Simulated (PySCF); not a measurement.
# Electron correlation in Al⁺ (aluminium, charge +1)

[Ne] 3s1 3p1, high-spin 3P determinant (an excited configuration). All numbers are calculated (PySCF 2.14, no relativity, point nucleus, in dyall-acv3z). Frozen: 1s2; 10 electrons correlated; the 18 highest virtual orbitals of each spin left out.

```csv
level,correlation energy (mhartree)
CCSD,-293.08
(T),-2.48
CCSD(T),-295.56
```

Diagnostics: T1 = 0.0046, D1 = 0.0173, largest double amplitude 0.033.

Cost of the coupled-cluster step: about 80 core-seconds, for 10 correlated electrons.

Iterations:

```
CC2 = 0
CCSD nocc = (np.int64(6), np.int64(4)), nmo = (94, 94)
frozen orbitals [[0, 95, 96, 97, 98, 99, 100, 101, 102, 103, 104, 105, 106, 107, 108, 109, 110, 111, 112], [0, 95, 96, 97, 98, 99, 100, 101, 102, 103, 104, 105, 106, 107, 108, 109, 110, 111, 112]]
max_cycle = 100
direct = 0
conv_tol = 1e-08
conv_tol_normt = 1e-06
diis_space = 8
diis_start_cycle = 0
Init t2, MP2 energy = -0.286237371840524
Init E_corr(UCCSD) = -0.286237371846714
cycle = 1  E_corr(UCCSD) = -0.290957609236642  dE = -0.00472023739  norm(t1,t2) = 0.022531
cycle = 2  E_corr(UCCSD) = -0.292555827871212  dE = -0.00159821863  norm(t1,t2) = 0.00958856
cycle = 3  E_corr(UCCSD) = -0.293115430414338  dE = -0.000559602543  norm(t1,t2) = 0.00472981
cycle = 4  E_corr(UCCSD) = -0.293092209129696  dE = 2.32212846e-05  norm(t1,t2) = 0.000604356
cycle = 5  E_corr(UCCSD) = -0.293073769016808  dE = 1.84401129e-05  norm(t1,t2) = 0.000165238
cycle = 6  E_corr(UCCSD) = -0.293079037642025  dE = -5.26862522e-06  norm(t1,t2) = 2.46984e-05
cycle = 7  E_corr(UCCSD) = -0.293079106839782  dE = -6.91977574e-08  norm(t1,t2) = 3.55647e-06
cycle = 8  E_corr(UCCSD) = -0.293078955668579  dE = 1.51171203e-07  norm(t1,t2) = 8.14128e-07
cycle = 9  E_corr(UCCSD) = -0.29307896770035  dE = -1.2031771e-08  norm(t1,t2) = 1.47662e-07
cycle = 10  E_corr(UCCSD) = -0.293078968414094  dE = -7.13744619e-10  norm(t1,t2) = 2.71316e-08
UCCSD converged
E(UCCSD) = -241.838371902333  E_corr = -0.2930789684140944
UCCSD(T) correction = -0.00248426898733792
```
